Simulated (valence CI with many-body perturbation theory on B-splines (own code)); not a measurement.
The numbers below are computed, except where a source is named.
Sensitivity of CI+MBPT for K¹⁴⁺

Method: configuration interaction combined with many-body perturbation theory (CI+MBPT): three valence electrons over a frozen Dirac-Fock core [He], a basis of 6 s, 6 p, 5 d, 3 f, 1 g functions for each j, with the one-electron correlation potential Σ1 (screened to all orders), the two-electron term Σ2, the three-electron term Σ3, Breit, model QED; selected single and double excitations, second order for the rest, scaled by the run's own slope (own B-spline code, finite nucleus).

No measured spectrum was set against this ion. As an estimate, levels of excited configurations hold to 0.05 to 0.15 % of their energy, terms of the ground configuration to about 0.5 %.

The reference run has the lowest level 2s2 2p 2P°_1/2 and an ionisation energy of 860.915 eV. Its largest variational space holds 4098 state functions.

Changed runs:
A. lowest core n in screening and Σ2 1 → 3; core polarisation of operators on → off
B. size limit of the variational space 10000 → 6000; three-electron term on → off
C. logarithmic knot step 0.27 → 0.33
D. box radius (bohr) 3.8912 → 0.69 (bad on purpose)

Excitation energies of the reference run in cm⁻¹, and shifts in cm⁻¹:

```tsv
Level	Reference	A	B	C
2s2 2p 2P°_3/2	29007	+3.8	+2.2	+1.2
2s 2p2 4P_1/2	247871	+108	-93	+11
2s 2p2 4P_3/2	259100	+109	-93	+12
2s 2p2 4P_5/2	273717	+115	-90	+12
2s 2p2 2D_3/2	444224	+808	+182	+12
2s 2p2 2D_5/2	445849	+796	+178	+12
2s 2p2 2S_1/2	553427	+1034	+369	+12
2s 2p2 2P_1/2	588798	+2184	+350	+13
2s 2p2 2P_3/2	599561	+2767	+336	+13
2p3 4S°_3/2	774925	+2707	+239	+24
2p3 2D°_3/2	874606	+2148	+237	+24
2p3 2D°_5/2	877717	+2145	+234	+25
Ionisation energy (eV)	860.915	+0.083	+0.030	+0.002
```

Run D: It gave no result. The program said: "need at least one array to concatenate".
